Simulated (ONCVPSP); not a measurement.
## Cu (Z = 29): variants of one ONCV potential

Base potential:

ONCVPSP 4.0.1 input, shortened (lines: element, Z, core and valence counts, functional; n l f; lmax; l rc ep ncon nbas qcut; lloc lpopt rc5 dvloc0; l nproj debl; icmod fcfact rcfact), PBEsol, scalar-relativistic:

```
  Cu 29.00    3    3  -116133      upf
    1    0    2.00
    2    0    2.00
    2    1    6.00
    3    0    2.00
    3    1    6.00
    3    2    9.00
    2
    0    1.10    0.00    3    7   13.50
    1    0.65    0.00    4    7   11.50
    2    1.40    0.00    5   10   12.80
    4    5    0.50    6.00
    0    1    1.20
    1    1    1.40
    2    2    3.80
    3    5.00    1.05
```

Cutoffs, loose and tight: the cutoffs (Ha) at which the residual kinetic energy of the hardest occupied pseudo-wave falls to 1 and 0.1 mHa per electron. They do not see the model core or the augmentation charge, which bear on the density cutoff. Test errors are all-electron minus pseudo excitation energies from the reference, over the configurations 3s2 3p6 3d10 4s1; 3s2 3p6 3d10; 3s2 3p6 3d8; 3s2 3p6 3d10 4p1. A dash means not determined; rows that change the core or the reference have their own tests. The largest error is taken over the tests solved by every variant that gives reliable tests at all: 3s2 3p6 3d10; 3s2 3p6 3d10 4p1; 3s2 3p6 3d8.

A true bound ghost makes a file unfit for plane-wave use even where its test errors are small: the radial tests pick states by their node count and pass the ghost by.

| change | outcome | cutoff, loose | cutoff, tight | bound ghosts | GHOST(+) flags above zero | largest test error (meV) |
| --- | --- | --- | --- | --- | --- | --- |
| base | generated | 149 Ha | 312 Ha | none | none | +34 |
| s: qcut 19.6; p: qcut 16.7; d: qcut 18.5 | generated | 100 Ha | 121 Ha | none | s | +11 |
| d: qcut 15.9 | generated | 149 Ha | 312 Ha | none | none | +23 |
| s: qcut 8.3 | generated | 149 Ha | 312 Ha | s | none | +35 |
| core correction Teter function, fcfact 1.9, rcfact 1.05 | generated | 149 Ha | 312 Ha | none | none | +34 |
| local potential polynomial inside 0.50 bohr (lpopt 5, dvloc0 9 Ha) | generated | 149 Ha | 312 Ha | none | none | +34 |
| core correction Teter function, fcfact 5, rcfact 1.28 | generated | 149 Ha | 312 Ha | none | none | +34 |
| reference 3s2 3p6 3d10 4s1; wave 3s: rc 1.10 bohr, ncon 3, nbas 7, qcut 13.5 1/bohr, 1 projector becomes 3s+4s: rc 1.10 bohr, ncon 3, nbas 7, qcut 13.5 1/bohr, 2 projectors | generated | 148 Ha | 312 Ha | none | none | +15 over the solved tests; 1 of 4 tests not solved or not reliable |

Q: What comes out with this change to the base: p: rc 0.94?

A: outcome: generated; cutoff, loose: 62 Ha; cutoff, tight: 70 Ha; bound ghosts: none; GHOST(+) flags above zero: none; largest test error (meV): +34.

Q: What comes out with this change to the base: all radii but the core radius scaled by about 0.83 (s 0.90, p 0.54, d 1.16 bohr); local potential polynomial inside 0.42 bohr (lpopt 5, dvloc0 6 Ha)?

A: outcome: generated; cutoff, loose: 428 Ha; cutoff, tight: 532 Ha; bound ghosts: s; GHOST(+) flags above zero: none; largest test error (meV): +15.
